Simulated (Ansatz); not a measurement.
A geometry relaxed with CAM-B3LYP-D3(BJ)/def2-SVP run with Ansatz (a first-principles code), charge 0, multiplicity 1:

```xyz
17

H      3.0934    -0.9087    -1.5248
H     -1.7693     2.3716    -0.1969
O     -0.1276     1.8441     0.9995
Br     0.7490    -1.1570     2.7653
H      3.0071    -1.0068     0.2519
O     -1.7673    -0.6772     0.0856
H     -3.0673    -2.0841    -0.6106
H     -1.3795    -2.3377    -1.1322
H      2.9940     0.5868    -0.5595
C     -2.0163    -2.0127    -0.2907
H     -1.8708    -2.7184     0.5470
Sn    -0.0048    -0.0795     0.6795
C     -0.7448     2.6950     0.0568
C      2.6362    -0.4560    -0.6312
H     -0.8045     3.7009     0.5004
H     -0.1648     2.7715    -0.8806
O      1.2373    -0.5319    -0.7696
```

Question: Write the SMILES of this molecule.

Answer: `C[O][Sn]([Br])([O]C)[O]C`
